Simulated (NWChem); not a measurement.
# C3H3, doublet; SMILES C(=C)=[CH]

```xyz
6

C      0.0000     0.0000     1.2622
C      0.0000     0.0000    -0.1106
C      0.0000     0.0000    -1.3549
H      0.0000     0.9455     1.8277
H      0.0000    -0.9455     1.8277
H      0.0000     0.0000    -2.4356
```
Atoms are numbered in this order, from 1.

In the optimisation the excess spin sits in b1 (C2v, its own frame). Geometry: optimised at PBE-D3(BJ)/def2-SVP, spin-unrestricted. No stability test was run on the SCF state.

Symmetry labels are those of C2v in the frame above (b1 and b2, or b-type labels, depend on it).

Task: List the 4 lowest vertical excitations from PBE/def2-SVP, spin-unrestricted, TDA (NWChem).

Result: 
```
state    energy (eV)  oscillator strength  symmetry of the excitation  <S²>
-------  -----------  -------------------  --------------------------  ----
state 1         3.02                0.000                          b2  0.77
state 2         4.24                0.024                          b1  0.77
state 3         4.69                0.000                          b2  0.78
state 4         5.30                0.000                          b1  2.74
```
